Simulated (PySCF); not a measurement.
# AsO₂I, singlet: computed properties

Computed with PySCF, PBE0, basis As def2-TZVP, O def2-TZVP, I def2-TZVP with ECP28 (scalar-relativistic core potentials, no spin–orbit coupling, density fitting).

The structure is a minimum.

```xyz
4
charge 0 multiplicity 1, angstrom
As   -1.2600    0.0000    0.0000
O    -1.9097   -1.4661    0.0000
O    -1.9097    1.4661    0.0000
I     1.2253    0.0000    0.0000
```

```
Point group                                                                   : C2v
Bond lengths                                                                  : As–I 2.485 Å, As–O 1.604 Å (×2)
Bond angles                                                                   : I–As–O 113.9° (×2), O–As–O 132.2°
Zero-point energy                                                             : 17.8 kJ/mol
Principal polarisabilities                                                    : 40.1, 58.0, 90.0 bohr³
Lowest empty level                                                            : -3.57 eV
Atomisation energy without zero-point energy                                  : 1017 kJ/mol
Enthalpy at 298.15 K above 0 K                                                : 15.55 kJ/mol
Heat capacity Cp at 298.15 K                                                  : 66.1 J/(mol K)
Entropy at 298.15 K and 1 bar                                                 : 321.4 J/(mol K)
Principal quadrupole moments (Buckingham, traceless) about the centre of mass : -7.85, 0.35, 7.50 D Å
Rotational constants                                                          : 0.2452, 0.03956, 0.03406 cm⁻¹
Highest occupied level                                                        : -8.80 eV
Rotational symmetry number                                                    : 2
Dipole moment                                                                 : 3.22 D
```

Harmonic modes (masses in u: As 74.922, O 15.995, I 126.904):
```csv
symmetry,ω (cm⁻¹),IR (km/mol),μ (u),type
b2,166,2.2,20.04,bend
b1,209,22.7,23.66,bend
a1,220,0.1,32.75,mixed
a1,328,111,25.37,bend
a1,975,69.6,16.89,stretch
b2,1080,82.9,20.16,stretch
```

In C2v the vibrations span 2b2 + b1 + 3a1. Here b1 is antisymmetric to the molecular plane and b2 lies in it.

Charges (e):
```
atom  Mulliken  Löwdin  polar tensor  Mayer order to As1
 As1      0.96    0.47          1.50                   –
O2,3     -0.47   -0.31         -0.65                1.85
  I4     -0.02    0.15         -0.20                1.04
```

Mulliken populations on As1: s 7.32, p 14.08, d 10.56, f 0.08.

Outer orbital energies (eV). occupied: -12.39, -12.08, -11.71, -9.72, -9.62, -9.50, -9.10, -8.80; empty: -3.57, -2.85, 0.58, 1.59.

Counting electrons, arsenic keeps none of its valence electrons outside its bonds, so the VSEPR class is AX3 and the expected shape is trigonal planar; with unlike ligands the computed point group is C2v.

Other isomers or separated fragments may lie lower.

The final relaxation and frequency run took 42 s on 4 threads of a shared Intel Xeon 6975P-C (Granite Rapids) host, with 160 basis functions and 12 gradients; the process peaked at 1.6 GiB. Launch command: `OMP_NUM_THREADS=4 python axn.py task.json out`.
